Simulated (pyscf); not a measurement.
# H₃C–C(CH₃)(OH)–Ag, singlet

Gas-phase minimum from PySCF at ωB97X-D3(BJ)/def2-SVP, one conformer. H₃C–C(CH₃)(OH)–Ag lies 5.7 kcal/mol over its isomer H₃C–CH(CH₃)–O–Ag (electronic energy, ωB97M-D3(BJ)). 

```xyz
12

C     -0.4006    -0.3094    -2.2743
C     -0.7010    -1.0909    -1.0002
C     -0.7419    -0.1693     0.2136
O      0.2863    -2.1004    -0.8080
Ag    -2.5203    -2.1642    -1.1892
H     -1.1671     0.4555    -2.4757
H     -0.3322    -0.9762    -3.1466
H      0.5756     0.2135    -2.1727
H     -0.9206    -0.7348     1.1402
H     -1.5226     0.6015     0.1162
H      0.2336     0.3537     0.3210
H      1.1403    -1.6487    -0.7150
```
Charge 0, spin multiplicity 1.

Bonded distances (Å): C1–C2 1.525, C1–H6 1.101, C1–H7 1.100, C1–H8 1.112, C2–C3 1.525, C2–O4 1.425, C2–Ag5 2.121, C3–H9 1.100, C3–H10 1.101, C3–H11 1.112, O4–H12 0.971. Angles (°): C2–C1–H6 111.8, C2–C1–H7 111.4, C2–C1–H8 109.7, H6–C1–H7 108.6, H6–C1–H8 107.5, H7–C1–H8 107.6, C1–C2–C3 111.1, C1–C2–O4 109.8, C1–C2–Ag5 110.7, C3–C2–O4 109.8, C3–C2–Ag5 110.7, O4–C2–Ag5 104.4, C2–C3–H9 111.4, C2–C3–H10 111.8 (the first ones only).

Properties at ωB97X-D3(BJ)/def2-SVP:

| Item | Result |
|---|---|
| Harmonic wavenumbers, unscaled | 187, 188, 246, 252, 284, 308, 377, 448, 541, 863, 935, 987, 1005, 1103, 1211, 1211, 1317, 1393, 1397, 1455, 1462, 1469, 1482, 2985, 2989, 3115, 3120, 3169, 3171, 3755 cm⁻¹ |
| Zero-point energy | 60.6 kcal/mol |
| Rotational symmetry number | 1 |
| Entropy of this conformer at 298 K and 1 atm, rigid rotor and harmonic oscillator, modes under 100 cm⁻¹ raised to 100 | 346.5 J/(mol K) |
| Dipole moment | 1.77 D |

Single-point totals, which compare only within one level:

```csv
level,total energy (hartree)
ωB97X-D3(BJ)/def2-TZVP,-340.91579
PBE/def2-TZVP,-340.56286
r²SCAN/def2-TZVP,-340.73029
B3LYP-D3(BJ)/def2-TZVP,-340.86845
PBE0-D3(BJ)/def2-TZVP,-340.56467
M06-2X/def2-TZVP,-340.61926
ωB97M-D3(BJ)/def2-TZVP,-340.83953
```

Soft torsions are taken as harmonic, which can shift the entropy by several J/(mol K). Elements past Kr carry the def2 core potentials, without spin-orbit coupling.
